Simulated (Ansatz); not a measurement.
Ga2O3⁻. Total charge -1; doublet. Geometry PBE0-D4/def2-SVPD; atoms count from 1.

Cartesian coordinates in Å:
```
Ga 1.2758 0.0504 0.5466
Ga -0.9653 -0.2639 -0.9638
O -0.4932 1.1012 0.5032
O 0.8661 -0.5948 -1.1613
O -0.6834 -0.2929 1.0753
```

The structure holds 1 bond(s) between oxygen atoms. Another isomer (doublet) lies 2.09 eV lower at PBE0-D4/def2-TZVPD; other spin states weren't run for this one.

Q: Estimate the Mulliken populations from the PBE0/def2-TZVPD orbitals of Ansatz.

A: 
```tsv
atom	charge (e)	spin (α − β)
Ga1	-0.06	0.41
Ga2	-0.06	0.41
O3	-0.29	0.00
O4	-0.30	0.18
O5	-0.29	0.00
```
Mulliken values and Mayer orders depend strongly on the basis. With diffuse functions, as here, like atoms can get unlike values, and bond orders can come out too low or too high.

Q: Where does the spin sit?

A: Summed by element: Ga 0.81, O 0.19, of 1 unpaired in all. Largest on single atoms: Ga1 0.41, Ga2 0.41, O4 0.18.

Q: And the Mayer bond orders between bonded heavy atoms (over 0.3)?

A: Ga1–Ga2 0.33 (2.72 Å); Ga1–O3 0.32 (2.06 Å); Ga1–O4 0.71 (1.87 Å); Ga1–O5 0.32 (2.06 Å); Ga2–O3 0.32 (2.06 Å); Ga2–O4 0.71 (1.87 Å); Ga2–O5 0.32 (2.06 Å); O3–O5 0.66 (1.52 Å).
